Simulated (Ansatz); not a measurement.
Cartesian coordinates in Å:
```
C -1.504 0.169 -0.540
B 0.006 0.425 -0.264
C 0.865 -0.548 0.589
O 2.230 -0.244 0.797
H -1.684 0.141 -1.621
H -1.910 -0.742 -0.095
H -2.093 1.024 -0.183
H 0.529 1.410 -0.726
H 0.778 -1.551 0.134
H 0.363 -0.663 1.567
H 2.420 0.579 0.342
```

Total charge 0; spin multiplicity 1.

List the PBE/def2-TZVPP orbital energies in eV (Ansatz 0.2.0). (Estimate.)

Computed: Occupied: -509.96, -269.61, -268.46, -176.97, -25.27, -17.64, -16.58, -12.71, -11.19, -10.74, -9.95, -9.78, -9.47, -7.86, -6.98, -6.12. Lowest empty: -2.00, 0.29, 0.51, 1.18, 1.88, 2.33, 2.34, 2.60.
